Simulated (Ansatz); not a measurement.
Worked example: a bond strength in Si2H3F3 (SMILES F[Si](F)(F)[SiH3])

The species is Si2H3F3 (8 atoms), meant as a singlet with charge 0. SMILES: `F[Si](F)(F)[SiH3]`. The shape was relaxed beforehand at r2SCAN/def2-SVP.

```xyz
8

F     1.3219   -1.0568    1.5289
Si    0.5324   -0.9868    0.1280
F    -0.5000   -2.2216    0.1070
F     1.6121   -1.2559   -1.0351
Si   -0.5501    1.0493   -0.1525
H    -1.5308    1.2303    0.9564
H     0.4641    2.1422   -0.1228
H    -1.2573    1.0423   -1.4655
```

Wanted: the dissociation energy of the Si5–Si2 bond into doublet SiH3 and doublet SiF3 (shapes relaxed at r2SCAN/def2-SVP, no zero-point term). 1 Eh = 2625.50 kJ/mol = 27.2114 eV. Totals in Eh; open shells run unrestricted unless said.

| level | program | Si2H3F3 | doublet SiH3 | doublet SiF3 |
| --- | --- | --- | --- | --- |
| PBE/def2-SVP | Ansatz | -879.485270 | -290.972999 | -588.382600 |
| r2SCAN/def2-SVP | Ansatz | -879.898793 | -291.105757 | -588.665986 |
| MP2/def2-SVP, 13 core orbitals frozen | Ansatz | -878.431933 | -290.627505 | -587.677823 |

Problem. Work out the dissociation energy at each level.

Solution. 
1. PBE/def2-SVP: (-290.972999) + (-588.382600) − (-879.485270) = 0.129671 Eh = 340.5 kJ/mol = 3.53 eV.
2. r2SCAN/def2-SVP: (-291.105757) + (-588.665986) − (-879.898793) = 0.127050 Eh = 333.6 kJ/mol = 3.46 eV.
3. MP2/def2-SVP: (-290.627505) + (-587.677823) − (-878.431933) = 0.126605 Eh = 332.4 kJ/mol = 3.45 eV.

The levels span 332 to 340 kJ/mol; no measured value is set beside them. A bond enthalpy at 298 K also holds the loss of zero-point energy and thermal terms.
